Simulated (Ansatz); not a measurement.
C2H3SSbSe, SMILES `[Se]=[C]1C[S][SbH]1`, 8 atoms. The species carries charge 0 and has multiplicity 1. Correlated methods include outer-core shells of Sb, Se, which these sets cover unevenly. Scalar relativity is left out up to krypton. Sb takes the def2 core potential. All runs use 4 threads of an Arm Neoverse V2 on a shared host. Correlated methods freeze the cores.

Problem. Give the basis size and wall time and peak host memory of each of these runs in Ansatz. RKS r2SCAN0-D4/def2-TZVPP energy; RKS PBE0-D4/def2-QZVPP energy; RKS r2SCAN-D4/def2-TZVPP energy and forces; RKS BLYP-D4/def2-TZVPP energy; RKS PBE0-D4/def2-TZVP frequencies; RKS PBE0-D4/def2-TZVP relaxation (17 steps); RKS ωB97M-V/def2-QZVPP energy; RHF-CCSD(T)/def2-TZVPP energy; RKS ωB97M-V/def2-SVP energy; RHF-MP2/def2-QZVPP energy; RKS PBE0-D4/def2-SVP energy; direct RPA on PBE orbitals/def2-TZVPP energy. (An estimate is asked.)

Solution. Computed: Other jobs shared the machine, so times are rough.

```
                                level                    job  functions  wall time  peak host memory (GiB)
                 RKS PBE0-D4/def2-SVP                 energy        119      1.8 s                    0.54
               RKS BLYP-D4/def2-TZVPP                 energy        244      2.8 s                    0.38
             RKS r2SCAN-D4/def2-TZVPP      energy and forces        244        7 s                    0.42
                 RKS ωB97M-V/def2-SVP                 energy        119      7.5 s                    0.54
            RKS r2SCAN0-D4/def2-TZVPP                 energy        244      8.5 s                    0.96
direct RPA on PBE orbitals/def2-TZVPP                 energy        244        9 s                    0.73
               RKS PBE0-D4/def2-QZVPP                 energy        445       13 s                     2.2
               RKS ωB97M-V/def2-QZVPP                 energy        445       29 s                     2.5
                   RHF-MP2/def2-QZVPP                 energy        445       35 s                     2.9
                RKS PBE0-D4/def2-TZVP  relaxation (17 steps)        215       89 s                    0.78
                RKS PBE0-D4/def2-TZVP            frequencies        215    3.3 min                    0.77
               RHF-CCSD(T)/def2-TZVPP                 energy        244    5.3 min                     5.4
```
